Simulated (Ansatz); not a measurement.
Reaction (adduct formation): `[CH3][GaH][CH3]` + H₂Se → `[CH3][GaH-]([CH3])[SeH2+]`

Program: Ansatz. Geometries: PBE0-D4/def2-TZVP. ΔE: electronic, gas phase. CCSD(T)/CBS adds triple-zeta CCSD(T) − MP2 to the extrapolated MP2 energy (def2 sets, frozen cores). DFT in def2-TZVPP. For Ga, Se outer-core shells are correlated without core-valence functions, which leaves a few kJ/mol of doubt a bond. Scalar relativity is left out up to krypton. One conformer a species, not always the lowest.

(1) Is it downhill or uphill in electronic energy at CCSD(T)/CBS, and by how much? (Best estimate.)

(2) What do these levels give: B97M-V, PBE0-D4, BHLYP-D4, r2SCAN, r2SCANh, CCSD(T)/def2-SVP? (Best estimate.)

Largest T1 diagnostic among the species: 0.011.

## Answers

(1) Computed: Downhill: ΔE = -39.9 kJ/mol.

(2) The calculation gave: B97M-V -36.1, PBE0-D4 -42.0, BHLYP-D4 -38.6, r2SCAN -38.9, r2SCANh -38.3, CCSD(T)/def2-SVP -37.4 kJ/mol.

The D4 term adds −17.7 kJ/mol with B3LYP and −9.9 kJ/mol with PBE0; it sums over pairs of atoms, weighted by their polarisabilities, and B3LYP, whose exchange is more repulsive, gets the larger term. From BLYP to BHLYP (50 % exact exchange), in def2-TZVPP and without D4, ΔE moves by −7.1 kJ/mol.

B3LYP here is the variant with VWN-RPA as its local correlation; programs differ in this.
